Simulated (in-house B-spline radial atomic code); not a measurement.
Neutral potassium: [Ar] 4s1

All numbers are computed (non-relativistic SCAN, spin-polarised, spherical fractional occupations; point nucleus) with an all-electron radial atomic-structure program (B-spline basis), not measured.

Z_r = [3n² - l(l+1)]/(2<r>); Z_e = n√(-2ε); the last column is Slater's effective charge. Values are occupation-weighted means over spin.

| shell | electrons | ε (eV) | <r> (bohr) | Z_r | Z_e | Slater |
| --- | --- | --- | --- | --- | --- | --- |
| 1s | 2 | -3521.6 | 0.08158 | 18.39 | 16.09 | 18.70 |
| 2s | 2 | -356.65 | 0.3886 | 15.44 | 10.24 | 14.85 |
| 2p | 6 | -283.86 | 0.3507 | 14.26 | 9.14 | 14.85 |
| 3s | 2 | -36.461 | 1.278 | 10.57 | 4.91 | 7.75 |
| 3p | 6 | -19.446 | 1.434 | 8.72 | 3.59 | 7.75 |
| 4s | 1 | -2.5936 | 4.965 | 4.83 | 1.75 | 2.20 |

The least bound orbital is 4s up at -2.594 eV, and it is also the most diffuse (<r> = 4.965 bohr).
